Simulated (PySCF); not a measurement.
## Polarisability and C₆ of Cu²⁺ (copper, charge +2)

[Ar] 3d8 4s1, high-spin 4F determinant (an excited configuration). All numbers are calculated (PySCF 2.14, the spin-free X2C one-electron Hamiltonian (Gaussian nucleus), in aug-cc-pwCVTZ-DK (10s9p7d4f3g, 127 functions)). Coupled (time-dependent) response in atomic units; α is the mean over directions.

```json
{"method": "UHF", "mean α (bohr³)": "14.52", "C₆ (like pair)": "49.66", "S(−4)": "199.6"}
{"method": "PBE", "mean α (bohr³)": "11.08", "C₆ (like pair)": "36.89", "S(−4)": "103.0"}
```

S(−4) is the Cauchy moment in α(ω) = α(0) + S(−4) ω² + …

α(iu) at PBE:

| u (hartree) | α(iu) (bohr³) |
| --- | --- |
| 0 | 11.08 |
| 0.0500 | 10.83 |
| 0.100 | 10.15 |
| 0.200 | 8.221 |
| 0.300 | 6.412 |
| 0.500 | 4.117 |
| 0.750 | 2.754 |
| 1.00 | 2.065 |
| 1.50 | 1.379 |
| 2.00 | 1.026 |
| 3.00 | 0.6545 |
| 5.00 | 0.3449 |

A single London oscillator, α(iu) = α/(1 + u²/ω²), gives C₆ = (3/4) ω α². Matching the computed C₆ needs ω = 4 × 36.89 / (3 × 11.08²) = 0.401 hartree.

For an ion, C₆ is the dispersion term alone; charge-induced terms of lower order in 1/R come first.
